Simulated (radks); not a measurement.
Q: Pm25+, 36 electrons, occupied as [Kr]. Method: scalar-relativistic Kohn-Sham, SCAN, spin-polarised, spherical densities, finite nucleus; meta-GGA in the generalised Kohn-Sham scheme; Fermi nuclear charge, rms radius 4.962 fm; computed with a radial shooting solver on a logarithmic mesh with Libxc functionals. Some entries of the table are withheld. Estimate them.

orbital  occ.  eigenvalue (hartree)  <1/r> (bohr^-1)  <r> (bohr)
1s          2             -1686.296            67.41     0.02318
2s          2             -299.5031            15.62         (1)
2p          6             -270.4927            14.68     0.08703
3s          2             -87.36296            5.766         (2)
3p          6             -78.17492            5.442      0.2556
3d         10             -65.79181            5.164      0.2325
4s          2                   (3)            2.636      0.5439
4p          6             -33.46152            2.493         (4)

A: 
(1) 2s <r> (bohr): 0.09883
(2) 3s <r> (bohr): 0.2578
(3) 4s eigenvalue (hartree): -36.80625
(4) 4p <r> (bohr): 0.5599
